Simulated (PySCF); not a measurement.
C2H5ClSi, SMILES Cl/C=C\[SiH3].

Coordinates come from a ωB97X-D3(BJ)/def2-SVP optimisation. The structure was generated by enumeration; whether it is a known compound was not checked.

Level of theory: PBE/def2-TZVP run with PySCF.

Symmetry labels are those of the subgroup Cs that the program uses (full group Cs).

Question: List the valence orbital energies around the gap with their symmetry. (Estimate from the structure and the level; the computed values follow.)

Answer: 
```tsv
orbital	symmetry	energy (eV)
HOMO−7	A'	-12.04
HOMO−6	A'	-10.53
HOMO−5	A"	-9.34
HOMO−4	A"	-8.33
HOMO−3	A'	-8.32
HOMO−2	A'	-8.24
HOMO−1	A'	-7.61
HOMO	A"	-6.53
LUMO	A"	-1.87
LUMO+1	A'	-0.34
LUMO+2	A'	0.21
LUMO+3	A'	0.42
```
